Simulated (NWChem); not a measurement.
## Correlation energy of ClGe

```
Ge
Cl 1 2.2045
```
Charge 0, spin multiplicity 2.

All runs are NWChem calculations. Structure: optimised with UB3LYP/def2-SVP, a minimum by its harmonic frequencies.

Basis set: def2-TZVP. Each correlation energy counts from its own Hartree-Fock reference.

The Hamiltonian is non-relativistic. The correlated methods keep 14 core orbitals frozen. This spin state was chosen for the runs; another may lie lower. The structure started from a generated list of species. The unpaired electrons of the parent sit in orbitals of symmetry b2 (C2v labels of the run); other states weren't searched. No SCF solution was tested for a lower state. Open-shell Hartree-Fock references start from PBE0 orbitals. Coupled-cluster values serve here as a point of comparison, not as the truth.

### Question
For the correlation energy, UMP2 gives -385.5 mHa and SCS-UMP2 gives -367.1 mHa. What do CCSD on ROHF, CCSD[T] on ROHF, CCSD(T) on ROHF give?

### Answer
CCSD on ROHF: -409.7 mHa; CCSD[T] on ROHF: -428.3 mHa; CCSD(T) on ROHF: -427.3 mHa.
